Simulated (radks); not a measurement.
Values are calculated unless marked as measured or tabulated.
Charge is removed step by step from the 5p (averaged over the sub-levels emptied) level of Nd+, starting from [Xe] 4f4 6s1. Level of theory: Dirac Kohn-Sham, BLYP, spin-unpolarised, spherical densities, finite nucleus; open shells are shared between the two j in proportion to 2j + 1; Fermi nuclear charge, rms radius 4.9123 fm (a radial shooting solver on a logarithmic mesh with Libxc functionals).

| removed (e) | E - E(0) (eV) | eigenvalue (eV) | E minus straight line (eV) |
|---|---|---|---|
| 0 | 0.000 | -27.910 | 0.000 |
| 0.25 | 7.306 | -30.556 | -1.026 |
| 0.5 | 15.285 | -33.283 | -1.380 |
| 0.75 | 23.953 | -36.079 | -1.043 |
| 1 | 33.329 | -38.937 | 0.000 |

Removing the whole electron costs 33.329 eV by Delta-SCF, against 27.910 eV from minus the eigenvalue at the starting occupation. Slater's transition state (half an electron removed) gives 33.283 eV. Integrating minus the eigenvalue over the occupation (Janak's theorem) gives 33.329 eV. The mean slope of the eigenvalue, de/dn, is 11.0 eV per electron.
